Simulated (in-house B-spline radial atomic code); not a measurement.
**Binding energies in the nickel ion Ni²⁺**

NIST's tabulated ground configuration is [Ar] 3d8; each binding energy is the energy of the ion with one electron taken from that subshell, relaxed, less that of the parent. All numbers are computed (Dirac-Kohn-Sham PBE0, spherical fractional occupations; Fermi nucleus of rms radius 3.7757 fm) with an all-electron radial atomic-structure program (B-spline basis), not measured. Energies include first-order Breit, QED and recoil terms.

Caution: exact exchange at fractional occupations of open shells leaves self-interaction of up to several eV.

| subshell | X-ray name | binding energy (eV) | -ε (eV) | relaxation (eV) |
| --- | --- | --- | --- | --- |
| 1s | K | 8412.9 | 8279.8 | -145.8 |
| 2s | L1 | 1038.9 | 1019.2 | -20.8 |
| 2p1/2 | L2 | 915.2 | 890.5 | -25.8 |
| 2p3/2 | L3 | 900.8 | 872.9 | -28.6 |
| 3s | M1 | 146.1 | 137.6 | -8.6 |
| 3p1/2 | M2 | 106.2 | 97.9 | -8.4 |
| 3p3/2 | M3 | 104.9 | 95.6 | -9.3 |
| 3d | M4,5 | 39.05 | 30.06 | -8.98 |

Relaxation = -ε minus the binding energy without Breit, QED and recoil terms. With a density functional, K lines can miss by some tenths of a per cent, more in light atoms. For a density functional the relaxation so defined is negative, because -ε of a Kohn-Sham level is smaller than the binding energy.

Emission lines follow as differences of binding energies, with λ = 12398.42 eV·Å / E:

```tsv
line	holes	energy (eV)	wavelength (Å)
K-L3	1s → 2p3/2	7512.1	1.6505
K-L2	1s → 2p1/2	7497.7	1.6536
K-M3	1s → 3p3/2	8308.0	1.4923
L1-M3	2s → 3p3/2	934.0	13.275
L3-M1	2p3/2 → 3s	754.7	16.428
```

Q: What screening constant σ does Moseley's law, E = (3/4)·13.6057 eV·(Z - σ)², need for K-L3?

A: σ = 0.87.

Q: What does it cost to remove both a 3p1/2 and a 3d electron?

A: 166.24 eV, which is 21 eV more than the two single binding energies together.

Q: What does it cost to remove both a 2p1/2 and a 3d electron?

A: 977.77 eV, which is 23.5 eV more than the two single binding energies together.

Q: What does it cost to remove both a 2s and a 3d electron?

A: 1101.5 eV, which is 23.56 eV more than the two single binding energies together.
